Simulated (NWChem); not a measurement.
Molecule: CH4BeO; SMILES [Be]([OH])[CH3]

```xyz
7

Be    -0.0036     0.1367     0.0143
C     -0.0010    -1.5389     0.0023
H      0.0803    -1.9634     1.0181
H      0.8439    -1.9454    -0.5804
H     -0.9230    -1.9521    -0.4425
O     -0.0114     1.5385     0.0551
H      0.0683     2.4090    -0.3160
```
Atoms are numbered in this order, from 1.

Coordinates come from a PBE0/def2-SVP optimisation.

 Unshifted, non-relativistic core excitations; the lowest 4 roots alone, so stronger bands may lie above.

**Question.** List the first O K-edge excitations from BHandHLYP/def2-TZVP, restricted-window TDA (NWChem).

**Answer.** 
```json
[
 {"state": "S1", "energy (eV)": "531.6", "dipole oscillator strength": "0.0103", "leading excitation (squared amplitude)": "1s of atom 6 or its equivalents → LUMO (0.60)"},
 {"state": "S2", "energy (eV)": "532.6", "dipole oscillator strength": "0.0173", "leading excitation (squared amplitude)": "1s of atom 6 or its equivalents → LUMO+1 (0.93)"},
 {"state": "S3", "energy (eV)": "532.7", "dipole oscillator strength": "0.0203", "leading excitation (squared amplitude)": "1s of atom 6 or its equivalents → LUMO+2 (0.94)"},
 {"state": "S4", "energy (eV)": "533.3", "dipole oscillator strength": "0.0185", "leading excitation (squared amplitude)": "1s of atom 6 or its equivalents → LUMO+3 (0.37)"}
]
```
